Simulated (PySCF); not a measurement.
Species: methylcycloheptane, C8H16.
Numbering: `[CH3:1][CH:2]1[CH2:3][CH2:4][CH2:5][CH2:6][CH2:7][CH2:8]1` (hydrogens: H9, H10, H11 on C1; H12 on C2; H13, H14 on C3; H15, H16 on C4; H17, H18 on C5; H19, H20 on C6; H21, H22 on C7; H23, H24 on C8)

Cartesian coordinates in Å at the PBE0-D3(BJ)/def2-SVP level; atoms count from 1:
```xyz
24
C8H16 angstrom
C     -2.420    0.452    0.662
C     -1.268    0.124   -0.283
C     -0.640   -1.218    0.116
C      0.730   -1.545   -0.479
C      1.900   -0.990    0.331
C      2.067    0.526    0.321
C      0.828    1.341    0.685
C     -0.271    1.290   -0.379
H     -2.047    0.668    1.677
H     -3.125   -0.390    0.744
H     -2.985    1.334    0.320
H     -1.695   -0.003   -1.294
H     -1.359   -2.012   -0.144
H     -0.554   -1.260    1.217
H      0.841   -2.641   -0.527
H      0.787   -1.196   -1.526
H      2.839   -1.445   -0.027
H      1.782   -1.333    1.375
H      2.400    0.845   -0.684
H      2.891    0.789    1.005
H      1.138    2.390    0.824
H      0.433    1.020    1.666
H     -0.849    2.228   -0.362
H      0.218    1.272   -1.368
```

Level of theory: PBE0-D3(BJ)/def2-SVP geometry optimisation, gas phase in PySCF.

Take the most abundant isotopes and a rigid rotor. The values belong to one conformer with, in the numbering `[CH3:1][CH:2]1[CH2:3][CH2:4][CH2:5][CH2:6][CH2:7][CH2:8]1`, C1–C2–C3–C4 -165°, C2–C3–C4–C5 87°, C3–C4–C5–C6 -69°, C4–C5–C6–C7 52°.

Q: What are A, B and C (GHz)?

A: Ia = 171.60, Ib = 298.05, Ic = 404.06 u·Å²; 505379 MHz·u·Å²/I gives 2945, 1696 and 1251 MHz, that is A = 2.9451, B = 1.6956, C = 1.2507 GHz.

Q: Classify the top.

A: An asymmetric top; Ray's κ = -0.475.

Q: What does the inertial defect say?

A: Not planar: Δ = Ic − Ia − Ib = -65.59 u·Å². For a rigid frame Δ = −2 Σ m c², so Σ m c² = 32.79 u·Å² lies off the ab plane: 17.35 from hydrogen and 15.44 from heavier atoms. The atom farthest from that plane is 1.68 Å away.

Q: Give the other two planar moments, Paa and Pbb, and the rms extents of the mass along the axes.

A: Paa = Σ m a² = (Ib + Ic − Ia)/2 = 265.25 and Pbb = Σ m b² = (Ia + Ic − Ib)/2 = 138.81 u·Å². With the mass M = 112.13 u, the rms extents √(P/M) along a, b and c are 1.54, 1.11, 0.54 Å.

Q: List the rotational levels J(Ka,Kc) to J = 2 (cm⁻¹).

A: Above 0(0,0):
J = 1: 1(0,1) 0.0983, 1(1,1) 0.1400, 1(1,0) 0.1548
J = 2: 2(0,2) 0.2915, 2(1,2) 0.3217, 2(1,1) 0.3662, 2(2,1) 0.4912, 2(2,0) 0.4945

The dipole components are |μa| = 0.03 D, |μb| = 0.03 D, |μc| = 0.06 D.

Q: Estimate the classical rotational partition function at 25 K, 100 K and 298.15 K.

A: Point group C1, symmetry number σ = 1; q = (√π/σ)·√((kT/h)³/(ABC)), k/h = 20836.6 MHz/K: 8430 at 25 K, 67500 at 100 K, 347000 at 298.15 K.

Stationary, but not proved a minimum. Zero-point vibration and centrifugal distortion are left out. A rigid rotor knows nothing of internal rotation, which can split or shift real lines.
